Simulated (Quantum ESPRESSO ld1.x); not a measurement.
One sound ld1.x (Quantum ESPRESSO 7.5) input for neutral thulium gives E = -12936.7574 hartree in 34 iterations:

```
 &input
    zed=69.0,
    iswitch=1,
    rel=0,
    dft='PW',
    config='[Xe] 4f13 6s2',
    prefix='ld1',
    max_out_wfc=37,
    file_charge='ld1.rho',
 /
```

Changed or added lines, one case at a time, and what came of them:

- dx=0.2: inaccurate. The radial step is too large to integrate the orbitals; the run ends without a warning, but the energy is off by -0.5762 hartree against the default mesh.
- config='[Xe] 4f13 6s2 6s2': refused. The program stops in el_config with "wavefunction 6S found too many times": a shell may stand twice only as spin up and down (lsd = 1) or as its two j (rel = 2, l > 0), within their capacities.
- dft='B3LPY': silently wrong. The misspelt name is read as B3LYP (index line 7 12 9 7), and as for B3LYP no exact exchange is computed, so the numbers are not those of the hybrid.
- config='[Xe] 4f13 6s2 1s1': refused. The program stops in el_config with "wavefunction 1S found too many times": the bracketed core already holds 1s.
- iswitch=5: refused. The program stops in ld1_readin with "wrong iswitch": iswitch takes 1 to 4.
- tr2=1e-30: usable despite the warning. The threshold lies below the rounding noise, so the cycle runs to its limit and warns, but the energy differs from the sound run by less than 1e-5 hartree.
- rmax=2.0: not converged. The mesh cuts the orbital tails; the cycle ends with warnings and the numbers are not to be used.
